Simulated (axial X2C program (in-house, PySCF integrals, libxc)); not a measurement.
Potential curves of BrF, 2c

Computed with an in-house relativistic program for diatomic molecules. Two-component (2c) means X2C with spin–orbit coupling and atomic mean-field two-electron Coulomb and Gaunt terms. Basis: Br dyall-v3z [8s9p6d1f], F dyall-v3z [6s5p2d1f] (cores contracted in-house); Gaussian nuclei, density fitting, unrestricted open shells. Masses: Br 78.918 u, F 18.998 u.

State: Ω = 0 (closed shell). Energies in eV from the fragments at the same level (Br + F). Fits are polynomials in 1 − R0/R over 0.85 to 1.23 times the lowest point R0.

```json
{"R (Å)": "1.5329", "PBE0": "-1.4800"}
{"R (Å)": "1.6034", "PBE0": "-2.0992"}
{"R (Å)": "1.6563", "PBE0": "-2.3613"}
{"R (Å)": "1.7091", "PBE0": "-2.4939"}
{"R (Å)": "1.7620", "PBE0": "-2.5280"}
{"R (Å)": "1.8237", "PBE0": "-2.4743"}
{"R (Å)": "1.8853", "PBE0": "-2.3480"}
{"R (Å)": "1.9646", "PBE0": "-2.1134"}
{"R (Å)": "2.0615", "PBE0": "-1.7623"}
{"R (Å)": "2.2025", "PBE0": "-1.2038"}
```

The state is one determinant whose occupation by symmetry is held fixed; it was picked as the lowest of a PBE0 search that is not exhaustive. Closed shells are restricted here (equal orbitals for both partners); the stretched side of such a curve lies too high. Dissociation energies refer to the lowest single-determinant-based atoms at the same level and basis. The 2c atoms are single determinants rather than J levels; their spin–orbit lowering is only partly caught, and De is too large by that part. This holds for PBE0. Without a current term, density functionals place determinants with orbital angular momentum somewhat too high.

Problem. What are Re, ωe and De at the PBE0 level?

Solution. At PBE0, 2c: Re = 1.757 Å, ωe ≈ 697 cm⁻¹, De = 2.53 eV to Br + F; Be follows as 0.357 cm⁻¹.
